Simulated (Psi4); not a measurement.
Intermolecular potential of CH3Cl ··· C3H9Al (SMILES CCl and [CH3][Al]([CH3])[CH3]). Monomers: optimised at B3LYP-D3(BJ) (def2-TZVP and def2-SVP), held rigid. Orientation: lowest of the rigid-body minima from ten starts at GFN2-xTB. The monomers approach along the line of their centres of mass (distance R); nothing else relaxes. The table gives interaction energies.

| R / Å | A | B | C |
|---|---|---|---|
| 2.17 | 39.44 | 62.79 | 47.30 |
| 2.38 | 11.98 | 28.41 | 19.18 |
| 2.58 | 0.49 | 12.67 | 7.04 |
| 2.81 | -4.67 | 4.29 | 1.10 |
| 2.99 | -5.95 | 1.24 | -0.78 |
| 3.22 | -6.01 | -0.56 | -1.61 |
| 3.55 | -5.00 | -1.33 | -1.61 |
| 3.82 | -3.99 | -1.37 | -1.31 |
| 4.31 | -2.44 | -1.07 | -0.80 |
| 5.00 | -1.17 | -0.65 | -0.41 |
| 5.98 | -0.48 | -0.31 | -0.21 |
| 7.29 | -0.18 | -0.14 | -0.11 |

Energies in kcal/mol.

Match the curves with the methods B3LYP-D3(BJ)/def2-TZVP, counterpoise-corrected (Psi4); B3LYP/def2-TZVP, counterpoise-corrected (Psi4); HF/aug-cc-pVDZ, counterpoise-corrected in Psi4 1.11.

A is B3LYP-D3(BJ)/def2-TZVP; B is HF/aug-cc-pVDZ; C is B3LYP/def2-TZVP.
